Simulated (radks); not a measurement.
Values are calculated unless marked as measured or tabulated.
Task: Radial electron density D(r) = 4 pi r^2 rho(r) of an atom or ion with 39 electrons. Level of theory: scalar-relativistic Kohn-Sham, BLYP, spin-polarised, spherical densities, point nucleus (a radial shooting solver on a logarithmic mesh with Libxc functionals).

| r (bohr) | D(r) (e/bohr) | spin D(r) |
|---|---|---|
| 0.003186 | 5.821 | -0.000148 |
| 0.004182 | 9.013 | -0.000229 |
| 0.005489 | 13.61 | -0.000345 |
| 0.007205 | 19.86 | -0.000502 |
| 0.009457 | 27.77 | -0.000699 |
| 0.01241 | 36.68 | -0.000925 |
| 0.01642 | 45.31 | -0.00116 |
| 0.02156 | 50.76 | -0.00138 |
| 0.0283 | 51.31 | -0.00163 |
| 0.03714 | 47.43 | -0.00199 |
| 0.04875 | 43.73 | -0.00210 |
| 0.06399 | 46.57 | 0.000551 |
| 0.08399 | 56.57 | 0.0142 |
| 0.1111 | 63.66 | 0.0577 |
| 0.1459 | 56.45 | 0.147 |
| 0.1915 | 42.41 | 0.273 |
| 0.2513 | 40.08 | 0.366 |
| 0.3299 | 47.37 | 0.316 |
| 0.433 | 42.42 | 0.115 |
| 0.5729 | 23.55 | -0.00804 |
| 0.752 | 11.77 | 0.302 |
| 0.9871 | 10.42 | 1.08 |
| 1.296 | 9.040 | 1.75 |
| 1.701 | 5.029 | 1.71 |
| 2.232 | 1.903 | 1.09 |
| 2.953 | 0.5289 | 0.435 |
| 3.877 | 0.1089 | 0.104 |
| 5.089 | 0.01253 | 0.0125 |
| 6.679 | 0.0006041 | 0.000604 |

What is the nuclear charge?

Result: Z = 41. The innermost maximum, from 1s, lies near gamma/Z bohr with gamma = sqrt(1 - (Z/c)^2) = 0.954, here 0.0233 bohr (found: 0.0253), and its height grows with Z. The density is that of the niobium ion Nb2+ in [Kr] 4d3; the configuration itself is not fixed sharply by these data, and Z only to a few units. D(r) has 4 maxima, at r = 0.0253, 0.112, 0.355, 1.01 bohr, and minima at 0.0511, 0.226, 0.911 bohr, inside which lie 2.04, 11.05, 29.50 electrons.
